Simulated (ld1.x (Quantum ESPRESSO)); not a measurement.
chlorine (Cl), TM: configuration errors across variants

Cl (Z = 17), norm-conserving Troullier–Martins (Kleinman–Bylander form), made with ld1.x (Quantum ESPRESSO) 7.5 (PBE, scalar-relativistic). Core [Ne], reference 3s2 3p4 (charge +1). Waves: 3s (bound): rc 1.15 bohr; 3p (bound): rc 1.35 bohr. Local part: the p channel. Core correction: Bessel-smoothed model core, default radius (core density twice the valence density).

All-electron excitation energies from the reference (eV): (1) 3s2 3p5 -13.875; (2) 3s2 3p3 25.447; (3) 3s2 3p2 63.754; (4) 3s2 3p5.3 -16.013; (5) 3s1 3p6 -1.722; (6) 3s2 3p4.5 -8.293; (7) 3s2 3p1 115.997.

The default core radius of the base comes out at 0.79 bohr.

2 further variants failed, have other tests or another functional or relativity, and are left out.

A true bound ghost makes a file unfit for plane-wave use even where its test errors are small: the radial tests pick states by their node count and pass the ghost by.

Errors AE − PS in meV (a dash: test not solved or not reliable):

```tsv
change	(1)	(2)	(3)	(4)	(5)	(6)	(7)	bound ghosts
base	+5.1	+7.4	+48	+7.0	+2.5	+2.0	+147	none
wave 3s (bound): rc 1.15 bohr becomes 3s (bound): rc 0.74 bohr	+4.5	+7.0	+47	+6.1	-50	+1.8	+150	s
core correction none	+4.2	+6.0	+43	+5.6	+3.0	+1.7	+144	none
type ultrasoft; waves now 3s (bound): rcut 1.00, rcutus 1.15 bohr; 3s channel at -1.3 Ry: rcut 1.00, rcutus 1.15 bohr; 3p (bound): rcut 1.15, rcutus 1.35 bohr; 3p channel at 1.8 Ry: rcut 1.15, rcutus 1.35 bohr; local potential all-electron potential smoothed inside 1.00 bohr (lloc = -2); augmentation PSQ, radius 1.05 bohr	+2.0	-0.4	+4.4	+2.5	+1.9	+1.0	+20	none
wave 3p (bound): rc 1.35 bohr becomes 3p (bound): rc 1.20 bohr	+5.3	+7.8	+48	+7.4	+3.0	+2.0	+141	none
```

Q: Give the same row for: all radii but the core radius scaled by about 0.80 (s 0.92, p 1.08 bohr).

A: +6.4, +10, +60, +9.0, +0.2, +2.3, +174; bound ghosts: none.
